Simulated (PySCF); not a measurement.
SMILES CSCCc1ccco1, GFN2-xTB optimised geometry.

```
19

C      0.20    -0.11    -3.33
S      1.82     0.44    -2.73
C      2.07    -0.68    -1.31
C      1.48    -0.15     0.00
C     -0.01    -0.15     0.00
C     -0.92     0.87     0.00
C     -2.20     0.26    -0.02
C     -1.98    -1.08    -0.03
O     -0.66    -1.34    -0.02
H      0.22    -1.18    -3.50
H     -0.58     0.15    -2.62
H      0.03     0.41    -4.27
H      3.15    -0.78    -1.21
H      1.64    -1.65    -1.57
H      1.83     0.87     0.17
H      1.84    -0.79     0.81
H     -0.70     1.92     0.01
H     -3.15     0.76    -0.03
H     -2.64    -1.92    -0.04
```

Density from PySCF with CAM-B3LYP/def2-SVP at that geometry.

Minimum of the electron density along straight lines between bonded atoms, close to the bond critical point (lines longer than 1.1 times the sum of covalent radii, or with two minima, are not listed):

```csv
bond,length / Å,ρ at the minimum / e bohr⁻³,∇²ρ there / e bohr⁻⁵,position (fraction from the first atom)
C1–S2,1.815,0.182,-0.34,0.47
S2–C3,1.825,0.180,-0.33,0.54
C3–C4,1.530,0.245,-0.56,0.50
C4–C5,1.489,0.264,-0.65,0.48
C5–C6,1.364,0.327,-0.84,0.52
C6–C7,1.418,0.292,-0.71,0.50
C7–C8,1.359,0.330,-0.85,0.48
C5–O9,1.352,0.285,0.04,0.33
C8–O9,1.345,0.288,0.06,0.33
C1–H10,1.087,0.279,-1.05,0.64
C1–H11,1.086,0.282,-1.09,0.65
C1–H12,1.085,0.279,-1.06,0.64
C3–H13,1.090,0.280,-1.06,0.64
C3–H14,1.089,0.280,-1.06,0.64
C4–H15,1.090,0.279,-1.05,0.63
C4–H16,1.094,0.275,-1.01,0.63
C6–H17,1.071,0.285,-1.12,0.64
C7–H18,1.071,0.286,-1.12,0.64
C8–H19,1.072,0.291,-1.18,0.65
```
